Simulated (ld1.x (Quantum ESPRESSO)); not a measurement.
**antimony: excitation energies, all-electron against TM**

```json
{
 "Element": "Sb (Z = 51)",
 "Generator": "ld1.x (Quantum ESPRESSO) 7.5",
 "Type": "norm-conserving Troullier–Martins (Kleinman–Bylander form)",
 "Functional": "PBE",
 "Relativity": "scalar-relativistic",
 "Frozen core": "[Kr] 4d10",
 "Valence charge": "5",
 "Reference configuration": "5s2 5p3",
 "Partial waves": "5s (bound): rc 1.70 bohr; 5d channel at 0.15 Ry: rc 2.60 bohr; 5p (bound): rc 2.35 bohr",
 "Local potential": "the p channel",
 "Core correction": "Bessel-smoothed model core inside 1.00 bohr"
}
```

Energies are relative to the spin-unpolarised reference configuration 5s2 5p3; without spin polarisation the order of configurations can differ from experiment.

```csv
valence configuration,charge,ΔE all-electron (eV),error AE − PS (meV)
5s2 5p2,+1,8.317,-4.7
5s2 5p1,+2,24.285,-31
5s2 5p0,+3,48.698,-120
5s2 5p2.5,+0.5,3.262,-1.1
5s1 5p4,0,8.112,-14
5s2 5p3.3,-0.3,-1.159,+0.2
```

(1) What are ΔE and the potential's error for 5s0 5p5?

Answers

(1) ΔE = 16.431 eV all-electron; the error (AE − PS) is -56 meV.
